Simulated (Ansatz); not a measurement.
Consider the atomization: `[SiH2]1[GeH2][SiH2][GeH2][GeH2][GeH2]1` → 4 Ge• + 12 H• + 2 Si•.

Calculated with Ansatz (gas phase, PBE0-D4/def2-TZVP geometries, no zero-point term in ΔE). CBS: MP2 limit from def2 TZ/QZ plus the TZ coupled-cluster correction, frozen cores. This one scheme is used for every species, atoms too. DFT in def2-TZVPP. HSE06 is defined as in plane-wave codes. No spin–orbit coupling; open shells (•) take unrestricted orbitals. Spin–orbit coupling would lower the free atoms: a little for Si; clearly for Ge. For Ge outer-core shells are correlated without core-valence functions, so the limit isn't a true one: a few kJ/mol of doubt a bond, and 10 to 20 or more in all where bonds break to atoms. Scalar relativity is left out up to krypton.

`[SiH2]1[GeH2][SiH2][GeH2][GeH2][GeH2]1`:

```xyz
18

Si    0.034    0.689   -2.088
Ge    1.079    2.045   -0.425
Si    0.878    1.039    1.729
Ge    0.976   -1.326    1.485
Ge   -1.088   -2.062    0.429
Ge   -1.870   -0.369   -1.133
H     0.991   -0.372   -2.511
H    -0.317    1.504   -3.284
H     0.421    3.438   -0.410
H     2.569    2.231   -0.769
H     1.931    1.552    2.647
H    -0.453    1.391    2.300
H     2.161   -1.694    0.572
H     1.176   -2.043    2.834
H    -0.850   -3.384   -0.323
H    -2.157   -2.312    1.510
H    -2.699    0.677   -0.361
H    -2.782   -1.003   -2.200
```

(1) What is ΔE at CCSD(T)/CBS? (Estimate.)

(2) What do these levels give: LDA (SPW92), ωB97X-V, PBE-QIDH, r2SCANh, r2SCAN0, HSE06, LC-ωPBE, CCSD/def2-SVP, HF/def2-TZVPP, MP2/def2-TZVPP, CCSD(T)/def2-TZVPP, SCS-MP2/def2-QZVPP? (An estimate is asked.)

Largest T1 diagnostic among the species: 0.012.

Answers

(1) Computed: +52.01 eV.

(2) Ansatz gave: LDA (SPW92) 57.73, ωB97X-V 52.28, PBE-QIDH 51.25, r2SCANh 51.58, r2SCAN0 51.39, HSE06 50.52, LC-ωPBE 50.75, CCSD/def2-SVP 47.63, HF/def2-TZVPP 37.93, MP2/def2-TZVPP 50.26, CCSD(T)/def2-TZVPP 51.04, SCS-MP2/def2-QZVPP 51.27 eV.

Leaving LDA and LC-ωPBE aside and taking each functional with its dispersion term where it has one, the values, not all of them listed here, spread over 2.26 eV, from revPBE-D4 to B97M-V. LDA lies +7.39 eV from PBE without D4, its usual overbinding. From BLYP to BHLYP (50 % exact exchange), in def2-TZVPP and without D4, ΔE moves by +0.95 eV. At CCSD(T), def2-SVP lies −3.86 eV from the extrapolated value and def2-TZVPP −0.97 eV: correlation converges slowly with the basis, and small sets miss more of it in the bonded molecule than in its fragments.

For atomizations the MP2-based limit and the directly extrapolated one differ by several kJ/mol either way, and by 10 to 25 for some Ge, Se and Sn compounds, so smaller differences from it don't rank the levels.
